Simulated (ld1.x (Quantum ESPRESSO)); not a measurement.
**Building the TM potential for carbon (C) (PBE, scalar-relativistic).**

C (Z = 6), norm-conserving Troullier–Martins (Kleinman–Bylander form), made with ld1.x (Quantum ESPRESSO) 7.5 (PBE, scalar-relativistic). Core [He], reference 2s2 2p2. Waves: 2s (bound): rc 0.90 bohr; 3d channel at 0.3 Ry: rc 2.75 bohr; 2p (bound): rc 3.05 bohr. Local part: the p channel. Core correction: a·sin(br)/r model core inside 0.50 bohr.

Task: Does the generator finish with these settings?

Result: Yes, a potential is produced and its reference levels are reproduced.

Task: Estimate the cutoffs (Ry, on a coarse ladder) from which the occupation-weighted sum of valence levels, in a spherical-Bessel basis at the reference potential, stays within 10 and 1 mRy of its value at 400 Ry.

Result: 40 Ry and 110 Ry.

Task: What does a ghost test show?

Result: No extra level below or beside the all-electron valence levels (s, d, p, f tested).

Task: Which valence shell sets the plane-wave cutoff?

Result: 2s: its level needs 100 Ry to come within 1 mRy, against 18 Ry for 2p.

Task: Tests: 2s2 2p1; 2s2 2p0; 2s1 2p0; 2s1 2p2; 2s2 2p1.5; 2s2 2p2.3; 2s1 2p3. Which has the largest error in its energy relative to the reference configuration, and how large is it?

Result: 2s1 2p0, with +2239 meV (all-electron minus pseudo) on +83.21 eV.
